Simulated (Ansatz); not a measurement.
System: SiS, charge 1, doublet. SiS+ (parent SMILES [Si]=S, doublet).
B3LYP-D3(BJ)/def2-TZVP minimum from Ansatz (a first-principles code):
```
Si
S 1 2.0827
```
Charge +1, spin multiplicity 2.

Total energies in cc-pV(T+d)Z, 9 correlated electrons, 10 frozen orbitals. UHF or UKS for unpaired electrons; spin-orbit terms are left out. Correlated methods leave the cores frozen. No relativity. The spin of SSi+ (parent SMILES [Si]=S, doublet) was assumed, and the state is the lowest solution found for it.

| method | program | energy (Eh) | minus CCSDT(Q) (mEh) |
|---|---|---|---|
| HF | Ansatz | -686.17812 | 255.35 |
| MP2 | Ansatz | -686.38506 | 48.41 |
| CCSD | Ansatz | -686.41853 | 14.94 |
| CCSD(T) | Ansatz | -686.43096 | 2.51 |
| CCSDT(Q) | Ansatz | -686.43347 | 0.00 |

Rough core times of Ansatz's runs on a shared machine: CCSD(T) 40 s, CCSDT(Q) 3 min.
